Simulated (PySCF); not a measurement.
Cl2, triplet, geometry from GFN2-xTB (a higher spin typed on purpose: for a closed-shell molecule this is an excited state); CCSD(T)/aug-cc-pVDZ (PySCF).

Here is a job for PySCF.
```python
from pyscf import gto, scf, cc

mol = gto.M(
    atom='''
Cl   -0.000000   -0.000000   -1.220093
Cl    0.000000    0.000000    1.220093
''',
    basis='aug-cc-pvdz',
    charge=0,
    spin=2,
    verbose=4,
)

mf = scf.UHF(mol)
mf.kernel()

mycc = cc.CCSD(mf)
mycc.kernel()
et = mycc.ccsd_t()
print('E(CCSD(T)) = %.10f' % (mycc.e_tot + et))
```

What does PySCF print? Leave out banner, timings and long lists.


```
PySCF version 2.14.0

[INPUT] verbose = 4
[INPUT] num. atoms = 2
[INPUT] num. electrons = 34
[INPUT] charge = 0
[INPUT] spin (= nelec alpha-beta = 2S) = 2
[INPUT] symmetry False subgroup None
[INPUT] Mole.unit = angstrom
[INPUT] Symbol           X                Y                Z      unit          X                Y                Z       unit  Magmom
[INPUT]  1 Cl     0.000000000000   0.000000000000  -1.220093000000 AA    0.000000000000   0.000000000000  -2.305641616499 Bohr   0.0
[INPUT]  2 Cl     0.000000000000   0.000000000000   1.220093000000 AA    0.000000000000   0.000000000000   2.305641616499 Bohr   0.0

nuclear repulsion = 62.6723593840306
number of shells = 16
number of NR pGTOs = 100
number of NR cGTOs = 54
basis = aug-cc-pvdz
ecp = {}

******** <class 'pyscf.scf.uhf.UHF'> ********
method = UHF
initial guess = minao
damping factor = 0
level_shift factor = 0
DIIS = <class 'pyscf.scf.diis.CDIIS'>
diis_start_cycle = 1
diis_space = 8
diis_damp = 0
SCF conv_tol = 1e-09
SCF conv_tol_grad = None
SCF max_cycles = 50
direct_scf = True
direct_scf_tol = 1e-13
number electrons alpha = 18  beta = 16
Set gradient conv threshold to 3.16228e-05
init E= -918.67956201608

cycle= 1 E= -918.877751547443  delta_E= -0.198  |g|= 0.122  |ddm|= 0.913
cycle= 2 E= -918.892939124255  delta_E= -0.0152  |g|= 0.0498  |ddm|= 0.163
cycle= 3 E= -918.895647501418  delta_E= -0.00271  |g|= 0.0193  |ddm|= 0.067
cycle= 4 E= -918.896114966426  delta_E= -0.000467  |g|= 0.00351  |ddm|= 0.0362
cycle= 5 E= -918.896131889009  delta_E= -1.69e-05  |g|= 0.000983  |ddm|= 0.00759
cycle= 6 E= -918.89613317118  delta_E= -1.28e-06  |g|= 0.000286  |ddm|= 0.00176
cycle= 7 E= -918.896133301902  delta_E= -1.31e-07  |g|= 5.89e-05  |ddm|= 0.000593
cycle= 8 E= -918.896133307981  delta_E= -6.08e-09  |g|= 1.42e-05  |ddm|= 0.000125
cycle= 9 E= -918.896133308313  delta_E= -3.32e-10  |g|= 3.4e-06  |ddm|= 2.7e-05
Extra cycle  E= -918.896133308328  delta_E= -1.47e-11  |g|= 1.8e-06  |ddm|= 4.03e-06
converged SCF energy = -918.896133308328  <S^2> = 2.040873  2S+1 = 3.027126

******** <class 'pyscf.cc.uccsd.UCCSD'> ********
CC2 = 0
CCSD nocc = (np.int64(18), np.int64(16)), nmo = (54, 54)
max_cycle = 50
direct = 0
conv_tol = 1e-07
conv_tol_normt = 1e-06
diis_space = 6
diis_start_cycle = 0
diis_start_energy_diff = 1e+09
Init t2, MP2 energy = -0.308496591328213
Init E_corr(UCCSD) = -0.308496591331103
cycle = 1  E_corr(UCCSD) = -0.323668359254753  dE = -0.0151717679  norm(t1,t2) = 0.0726007
cycle = 2  E_corr(UCCSD) = -0.330757976318045  dE = -0.00708961706  norm(t1,t2) = 0.0270683
cycle = 3  E_corr(UCCSD) = -0.332909045446689  dE = -0.00215106913  norm(t1,t2) = 0.0130131
cycle = 4  E_corr(UCCSD) = -0.333647229744236  dE = -0.000738184298  norm(t1,t2) = 0.00381849
cycle = 5  E_corr(UCCSD) = -0.333513276365963  dE = 0.000133953378  norm(t1,t2) = 0.00106109
cycle = 6  E_corr(UCCSD) = -0.333502462132998  dE = 1.0814233e-05  norm(t1,t2) = 0.000258813
cycle = 7  E_corr(UCCSD) = -0.333512207155741  dE = -9.74502274e-06  norm(t1,t2) = 9.73058e-05
cycle = 8  E_corr(UCCSD) = -0.33351226659799  dE = -5.94422488e-08  norm(t1,t2) = 2.37244e-05
cycle = 9  E_corr(UCCSD) = -0.333511828366357  dE = 4.38231633e-07  norm(t1,t2) = 7.69899e-06
cycle = 10  E_corr(UCCSD) = -0.333511845919647  dE = -1.75532902e-08  norm(t1,t2) = 2.47639e-06
cycle = 11  E_corr(UCCSD) = -0.333511841790167  dE = 4.12947976e-09  norm(t1,t2) = 7.31393e-07
UCCSD converged
E(UCCSD) = -919.2296451501177  E_corr = -0.3335118417901671
UCCSD(T) correction = -0.0140880014534365
E(CCSD(T)) = -919.2437331516
```
